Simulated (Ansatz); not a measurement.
Ansatz (a first-principles code) input (B3LYP-D3(BJ)/def2-TZVP):

Ansatz 0.2 input:
```yaml
crystal:
  periodic: [false, false, false]
  atoms:
    - {symbol: C, position_ang: [-0.09466681, -0.02898391, -0.78450900]}
    - {symbol: O, position_ang: [-0.03409954, -0.01084220, 0.48128162]}
    - {symbol: H, position_ang: [0.84079711, 0.26064102, 0.85680100]}
basis:
  gaussian:
    orbitals: def2-TZVP
hamiltonian:
  xc: b3lyp
  dispersion: d3bj
magnetization: {spin_polarized: true, initial_magnetization: 1}
phonons: {temperatures: {t_min: 298.15, t_max: 298.15, t_step: 100}}
```

Output:

```
Functional definition: B3LYP
integrals: 0.01 GiB planned
375 factors; their error is unknown
mean field: 0.15 GiB planned
mean field evaluation 1: about -3095.3193 eV, gradient 2.6e1 eV
mean field evaluation 2: about -3092.6305 eV, gradient 3.9e1 eV
mean field evaluation 4: about -3097.6368 eV, gradient 1.1e0 eV
mean field evaluation 8: about -3097.6469 eV, gradient 2.6e-2 eV
mean field evaluation 16: about -3097.6470 eV, gradient 8.9e-5 eV
mean field -3097.64695254 eV, -113.8364258454 hartree, gradient 2.5e-5 eV, S^2 0.754143; 1 other end points of the search recorded, 0 dependent functions left out
the calculation of the forces begins
reference -3097.64712302 eV, -113.8364321104 hartree; 8, 7 occupied and 60, 61 virtual orbitals, 375 factors
these checks for a lower state are left out or cut short: stability, starts, cluster_reference, orbital_swaps, neighbouring_geometries, increment
integrals: 0.01 GiB planned
375 factors; their error is unknown
mean field: 0.15 GiB planned
mean field -3097.64694242 eV, -113.8364254733 hartree, gradient 2.6e-6 eV, S^2 0.754141; 0 other end points of the search recorded, 0 dependent functions left out
the calculation of the forces begins
reference -3097.64711288 eV, -113.8364317378 hartree; 8, 7 occupied and 60, 61 virtual orbitals, 375 factors
these checks for a lower state are left out or cut short: stability, starts, cluster_reference, orbital_swaps, neighbouring_geometries, increment
integrals: 0.01 GiB planned
375 factors; their error is unknown
mean field: 0.15 GiB planned
mean field evaluation 32: about -3097.6432 eV, gradient 1.5e-4 eV
mean field -3097.64694429 eV, -113.8364255422 hartree, gradient 2.5e-6 eV, S^2 0.754145; 0 other end points of the search recorded, 0 dependent functions left out
the calculation of the forces begins
reference -3097.64711478 eV, -113.8364318077 hartree; 8, 7 occupied and 60, 61 virtual orbitals, 375 factors
these checks for a lower state are left out or cut short: stability, starts, cluster_reference, orbital_swaps, neighbouring_geometries, increment
integrals: 0.01 GiB planned
375 factors; their error is unknown
mean field: 0.15 GiB planned
mean field -3097.64687333 eV, -113.8364229342 hartree, gradient 1.7e-6 eV, S^2 0.754142; 0 other end points of the search recorded, 0 dependent functions left out
the calculation of the forces begins
reference -3097.64704396 eV, -113.8364292049 hartree; 8, 7 occupied and 60, 61 virtual orbitals, 375 factors
these checks for a lower state are left out or cut short: stability, starts, cluster_reference, orbital_swaps, neighbouring_geometries, increment
integrals: 0.01 GiB planned
375 factors; their error is unknown
mean field: 0.15 GiB planned
mean field -3097.64687562 eV, -113.8364230187 hartree, gradient 2.1e-6 eV, S^2 0.754143; 0 other end points of the search recorded, 0 dependent functions left out
the calculation of the forces begins
reference -3097.64704595 eV, -113.8364292782 hartree; 8, 7 occupied and 60, 61 virtual orbitals, 375 factors
these checks for a lower state are left out or cut short: stability, starts, cluster_reference, orbital_swaps, neighbouring_geometries, increment
integrals: 0.01 GiB planned
375 factors; their error is unknown
mean field: 0.15 GiB planned
mean field -3097.64683986 eV, -113.8364217044 hartree, gradient 2.6e-6 eV, S^2 0.754129; 0 other end points of the search recorded, 0 dependent functions left out
the calculation of the forces begins
reference -3097.64701015 eV, -113.8364279625 hartree; 8, 7 occupied and 60, 61 virtual orbitals, 375 factors
these checks for a lower state are left out or cut short: stability, starts, cluster_reference, orbital_swaps, neighbouring_geometries, increment
integrals: 0.01 GiB planned
375 factors; their error is unknown
mean field: 0.15 GiB planned
mean field evaluation 64: about -3097.6432 eV, gradient 1.8e-4 eV
mean field -3097.64683167 eV, -113.8364214034 hartree, gradient 2.6e-6 eV, S^2 0.754157; 0 other end points of the search recorded, 0 dependent functions left out
the calculation of the forces begins
reference -3097.64700234 eV, -113.8364276755 hartree; 8, 7 occupied and 60, 61 virtual orbitals, 375 factors
these checks for a lower state are left out or cut short: stability, starts, cluster_reference, orbital_swaps, neighbouring_geometries, increment
integrals: 0.01 GiB planned
375 factors; their error is unknown
mean field: 0.15 GiB planned
mean field -3097.64687959 eV, -113.8364231643 hartree, gradient 1.6e-6 eV, S^2 0.754137; 0 other end points of the search recorded, 0 dependent functions left out
the calculation of the forces begins
reference -3097.64704984 eV, -113.8364294210 hartree; 8, 7 occupied and 60, 61 virtual orbitals, 375 factors
these checks for a lower state are left out or cut short: stability, starts, cluster_reference, orbital_swaps, neighbouring_geometries, increment
integrals: 0.01 GiB planned
375 factors; their error is unknown
mean field: 0.15 GiB planned
mean field -3097.64687704 eV, -113.8364230707 hartree, gradient 1.5e-6 eV, S^2 0.754149; 0 other end points of the search recorded, 0 dependent functions left out
the calculation of the forces begins
reference -3097.64704776 eV, -113.8364293445 hartree; 8, 7 occupied and 60, 61 virtual orbitals, 375 factors
these checks for a lower state are left out or cut short: stability, starts, cluster_reference, orbital_swaps, neighbouring_geometries, increment
integrals: 0.01 GiB planned
375 factors; their error is unknown
mean field: 0.15 GiB planned
mean field -3097.64684954 eV, -113.8364220601 hartree, gradient 2.5e-6 eV, S^2 0.754159; 0 other end points of the search recorded, 0 dependent functions left out
the calculation of the forces begins
reference -3097.64702022 eV, -113.8364283327 hartree; 8, 7 occupied and 60, 61 virtual orbitals, 375 factors
these checks for a lower state are left out or cut short: stability, starts, cluster_reference, orbital_swaps, neighbouring_geometries, increment
integrals: 0.01 GiB planned
375 factors; their error is unknown
mean field: 0.15 GiB planned
mean field evaluation 96: about -3097.6432 eV, gradient 1.9e-4 eV
mean field -3097.64685571 eV, -113.8364222868 hartree, gradient 2.6e-6 eV, S^2 0.754127; 0 other end points of the search recorded, 0 dependent functions left out
the calculation of the forces begins
reference -3097.64702599 eV, -113.8364285445 hartree; 8, 7 occupied and 60, 61 virtual orbitals, 375 factors
these checks for a lower state are left out or cut short: stability, starts, cluster_reference, orbital_swaps, neighbouring_geometries, increment
integrals: 0.01 GiB planned
375 factors; their error is unknown
mean field: 0.15 GiB planned
mean field -3097.64693886 eV, -113.8364253427 hartree, gradient 2.5e-6 eV, S^2 0.754149; 0 other end points of the search recorded, 0 dependent functions left out
the calculation of the forces begins
reference -3097.64710942 eV, -113.8364316107 hartree; 8, 7 occupied and 60, 61 virtual orbitals, 375 factors
these checks for a lower state are left out or cut short: stability, starts, cluster_reference, orbital_swaps, neighbouring_geometries, increment
integrals: 0.01 GiB planned
375 factors; their error is unknown
mean field: 0.15 GiB planned
mean field -3097.64693935 eV, -113.8364253606 hartree, gradient 2.5e-6 eV, S^2 0.754136; 0 other end points of the search recorded, 0 dependent functions left out
the calculation of the forces begins
reference -3097.64710975 eV, -113.8364316226 hartree; 8, 7 occupied and 60, 61 virtual orbitals, 375 factors
Total energy: -3097.68183505 eV, -113.8377077539 hartree
Atom 0 at    -0.094667    -0.028984    -0.784509 Å, force     0.000031     0.000010     0.000262 eV/Å
Atom 1 at    -0.034100    -0.010842     0.481282 Å, force     0.001460     0.000453     0.000402 eV/Å
Atom 2 at     0.840797     0.260641     0.856801 Å, force    -0.001492    -0.000463    -0.000664 eV/Å
Dipole moment:     0.339938     0.105323     0.451960 e Å
Vibrations: 1126.26 1386.42 3224.34 cm⁻¹, zero-point energy 0.355650 eV
```

It need not be the lowest isomer of its formula.
